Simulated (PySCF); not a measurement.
Species: C₅H₄BrO (charge +1).
Bonds: Br1–C2, C2–C3 (aromatic), C3–C4 (aromatic), C4–O5 (aromatic), O5–C6 (aromatic), C6–C7 (aromatic), C2–C7 (aromatic). Hydrogens: H8 on C3; H9 on C4; H10 on C6; H11 on C7.
Bond orders are those of one Lewis drawing.

Computed by this run: PySCF, PBE0/def2-SVP geometry optimisation, gas phase; density fitting, grid level 1; the optimiser is geomeTRIC in internal coordinates, started from a GFN2-xTB structure.

Geometry at step 4:
```
atom  x, y, z in Å
Br1    -2.1513   -1.6917   -1.1489
C2     -0.8196   -0.6411   -0.4479
C3     -1.0387    0.7202   -0.1596
C4     -0.0192    1.4571    0.3837
O5      1.1572    0.9072    0.6277
C6      1.4023   -0.3632    0.3589
C7      0.4512   -1.1861   -0.1845
H8     -2.0013    1.1966   -0.3536
H9     -0.0703    2.5125    0.6609
H10     2.4198   -0.6622    0.6204
H11     0.6879   -2.2306   -0.3950
```

Question: What forces act on the atoms?

Answer: 
```tsv
atom	Fx (eV/Å)	Fy (eV/Å)	Fz (eV/Å)
Br1	-0.015	0.056	-0.004
C2	0.085	0.015	-0.001
C3	-0.215	0.093	-0.023
C4	-0.004	-0.219	-0.062
O5	0.055	0.017	0.037
C6	0.090	-0.010	0.023
C7	-0.007	0.049	0.033
H8	-0.023	0.003	0.006
H9	0.013	-0.005	-0.014
H10	0.010	0.004	-0.011
H11	0.011	-0.003	0.015
```

The largest, 0.24 eV/Å, acts on C3; the rms over all components is 0.064 eV/Å. The forces sum to zero within rounding, as they must for an isolated molecule in no field.

Question: Give the force on C3 in Eh/bohr and in nN.

Answer: 0.235 eV/Å ÷ 51.422 = 0.00457 Eh/bohr, and 0.235 eV/Å × 1.602 = 0.38 nN.

Question: How far is this geometry from the end of the optimisation?

Answer: 0.003 eV above it, and 0.011 Å rms away after alignment. The bonds farthest from their final lengths, with half the difference of the two atoms' forces along the bond (positive lengthens):

```csv
bond,now (Å),final (Å),force along bond (eV/Å)
C2–C7,1.408,1.409,-0.05
```

The angle farthest from its final value is C2–C3–C4, 119.0° against 118.2°.

What follows is the cost of the whole optimisation. On an Arm Neoverse V1 with one thread, on a shared host, this took 53 s and 0.59 GiB of memory at its peak.
